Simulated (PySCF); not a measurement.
PySCF input:

```python
from pyscf import gto, scf, dft

mol = gto.M(
    atom='''
    Ba   -0.03955420    0.19697290    0.22970621
    F    -0.13682020    0.80481059   -1.97499508
    F     0.38293525   -2.03041977    0.54571198
    ''',
    basis='def2-tzvpd',
    ecp='def2-tzvp',
    charge=-1,
    spin=1,
    verbose=4,
)

mf = dft.UKS(mol, xc='m062x').density_fit(auxbasis='def2-universal-jkfit')
mf.grids.level = 4
mf.conv_tol = 1e-9
mf.max_cycle = 100
mf.max_memory = 1500
mf.kernel()
if not mf.converged:
    mf = mf.newton()
    mf.kernel(mf.make_rdm1())
for _ in range(2):
    mo, _, stable, _ = mf.stability(return_status=True)
    if stable:
        break
    mf.kernel(mf.make_rdm1(mo, mf.mo_occ))
mf.analyze()
```

Which total energy does the run end on?

-225.29783 Eh (M06-2X/def2-TZVPD).
